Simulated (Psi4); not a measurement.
C4H10O2 (SMILES COCC(C)O), singlet, at a GFN2-xTB geometry; CCSD(T)/STO-3G (Psi4).

The Psi4 input:
```
memory 2 GB

molecule {
0 1
  C     2.54950472    0.54334797   -0.24605806
  O     1.38345909   -0.09997987    0.19559518
  C     0.23988357    0.24045846   -0.55972664
  C    -0.95499430   -0.50342354    0.04806535
  C    -2.24478646   -0.19004403   -0.69843881
  O    -1.11983341   -0.13106068    1.39642165
  H     2.45241018    1.63403526   -0.17660422
  H     3.35582024    0.20771282    0.40294336
  H     2.78045923    0.27681584   -1.28466438
  H     0.06530137    1.32623464   -0.51216537
  H     0.37389487   -0.04723821   -1.61269568
  H    -0.74305430   -1.58420892   -0.01046806
  H    -2.44188471    0.87797047   -0.66031259
  H    -2.17127461   -0.50778994   -1.73444189
  H    -3.06987896   -0.70923108   -0.22025609
  H    -0.24844409   -0.16800953    1.80947925
}

set basis sto-3g

energy('ccsd(t)')
print_variables()
```

**Question.** Write the output that Psi4 gives for this input, abridged.

**Answer.** 
```
   => Loading Basis Set <=

    Name: STO-3G
    Role: ORBITAL
    Keyword: BASIS

         ---------------------------------------------------------
                                   SCF
               by Justin Turney, Rob Parrish, Andy Simmonett
                          and Daniel G. A. Smith
                              RHF Reference
         ---------------------------------------------------------

  ==> Geometry <==

    Molecular point group: c1
    Full point group: C1

    Geometry (in Angstrom), charge = 0, multiplicity = 1:

       Center              X                  Y                   Z               Mass
    ------------   -----------------  -----------------  -----------------  -----------------
         C            2.553412044432     0.557724810667    -0.290022535997    12.000000000000
         O            1.387366414432    -0.085603029333     0.151630704003    15.994914619570
         C            0.243790894432     0.254835300667    -0.603691115997    12.000000000000
         C           -0.951086975568    -0.489046699333     0.004100874003    12.000000000000
         C           -2.240879135568    -0.175667189333    -0.742403285997    12.000000000000
         O           -1.115926085568    -0.116683839333     1.352457174003    15.994914619570
         H            2.456317504432     1.648412100667    -0.220568695997     1.007825032230
         H            3.359727564432     0.222089660667     0.358978884003     1.007825032230
         H            2.784366554432     0.291192680667    -1.328628855997     1.007825032230
         H            0.069208694432     1.340611480667    -0.556129845997     1.007825032230
         H            0.377802194432    -0.032861369333    -1.656660155997     1.007825032230
         H           -0.739146975568    -1.569832079333    -0.054432535997     1.007825032230
         H           -2.437977385568     0.892347310667    -0.704277065997     1.007825032230
         H           -2.167367285568    -0.493413099333    -1.778406365997     1.007825032230
         H           -3.065971635568    -0.694854239333    -0.264220565997     1.007825032230
         H           -0.244536765568    -0.153632689333     1.765514774003     1.007825032230

  Running in c1 symmetry.

  Rotational constants: A =      0.26224  B =      0.06390  C =      0.05497 [cm^-1]
  Rotational constants: A =   7861.67152  B =   1915.67793  C =   1648.06365 [MHz]
  Nuclear repulsion =  261.364956804402766

  Charge       = 0
[...]
  @RHF Final Energy:  -303.12483503801786
    Total Energy =                       -303.1248350380178636
[...]
             24  11        -0.0053562796

    Largest TIjAb Amplitudes:
     17  17   6   6        -0.0264120033
     16  16   3   3        -0.0248975337
     18  18   9   9        -0.0209603171
     20  20   2   2        -0.0190043169
     21  21   0   0        -0.0186751734
     15  17   6   6        -0.0184502791
     17  15   6   6        -0.0184502791
     19  19  11  11        -0.0178472727
     17  17   7   7        -0.0175838292
     15  15   6   6        -0.0169815341

    SCF energy       (wfn)                    = -303.124835038017864
    Reference energy (file100)                = -303.124835038018034

    Opposite-spin MP2 correlation energy      =   -0.242152507166712
    Same-spin MP2 correlation energy          =   -0.031522668924776
    Singles MP2 correlation energy            =   -0.000000000000000
    MP2 correlation energy                    =   -0.273675176091487
      * MP2 total energy                      = -303.398510214109535

    Opposite-spin CCSD correlation energy     =   -0.331628880478192
    Same-spin CCSD correlation energy         =   -0.027933108121767
    Singles CCSD correlation energy           =    0.000000000000000
    CCSD correlation energy                   =   -0.359561988599958
      * CCSD total energy                     = -303.484397026618012

            **************************
            *                        *
            *        CCTRIPLES       *
            *                        *
            **************************

    Wave function   =    CCSD_T
    Reference wfn   =      RHF

    Nuclear Rep. energy (wfn)                =  261.364956804402766
    SCF energy          (wfn)                = -303.124835038017864
    Reference energy    (file100)            = -303.124835038018034
    CCSD energy         (file100)            =   -0.359561988599958
    Total CCSD energy   (file100)            = -303.484397026618012

    Number of ijk index combinations:             2925
    Approx. words needed per explicit thread:           13500
    Number of threads for explicit ijk threading:    1

    MKL num_threads set to 1 for explicit threading.

    (T) energy                                =   -0.003378369226373
      * CCSD(T) total energy                  = -303.487775395844380

  Variable Map:
  ----------------------------------------------------------------------------
[...]
  Array Variable Map:
  ----------------------------------------------------------------------------
[...]
[...]
```
